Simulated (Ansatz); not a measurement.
A run for Ansatz (a quantum-chemistry and plane-wave program): R-CAM-B3LYP/def2-TZVPP on HF (SMILES F).

Ansatz 0.2 input:
```yaml
crystal:
  periodic: [false, false, false]
  atoms:
    - {symbol: F, position_ang: [-0.00000000, 0.00000000, 0.46222970]}
    - {symbol: H, position_ang: [0.00000000, -0.00000000, -0.46222970]}
basis:
  gaussian:
    orbitals: def2-TZVPP
hamiltonian:
  xc: {name: CAM-B3LYP}
scf: {lower_state_search: off}
```

### Question
Predict the final total energy.

### Answer
-100.4675 hartree.
